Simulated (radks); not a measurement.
Question: Lu23+, configuration [Kr] 4d10 4f2. Method: Dirac Kohn-Sham, Slater X-alpha with alpha = 0.823, spin-unpolarised, spherical densities, point nucleus; open shells fill j = l - 1/2 first; computed with a radial shooting solver on a logarithmic mesh with Libxc functionals. Some entries of the table are withheld. Estimate them.

orbital,occ.,eigenvalue (Ry),<r> (bohr)
1s1/2,2,-4702.278,0.01931
2s1/2,2,-845.0347,0.08117
2p1/2,2,-809.5906,0.06731
2p3/2,4,-727.0955,0.07493
3s1/2,2,-232.6523,0.2114
3p1/2,2,-216.9070,0.2011
3p3/2,4,-199.1954,0.2151
3d3/2,4,(1),(2)
3d5/2,6,(3),(4)
4s1/2,2,-84.77555,0.4555
4p1/2,2,-78.20885,0.4572
4p3/2,4,-73.56009,0.4826
4d3/2,4,-62.64581,0.4838
4d5/2,6,-61.70799,0.4913
4f5/2,2,(5),(6)
4f7/2,0,(7),(8)

Answer: 
(1) 3d3/2 eigenvalue (Ry): -172.3408
(2) 3d3/2 <r> (bohr): 0.1888
(3) 3d5/2 eigenvalue (Ry): -168.4681
(4) 3d5/2 <r> (bohr): 0.1931
(5) 4f5/2 eigenvalue (Ry): -48.21147
(6) 4f5/2 <r> (bohr): 0.4792
(7) 4f7/2 eigenvalue (Ry): -47.99085
(8) 4f7/2 <r> (bohr): 0.4824
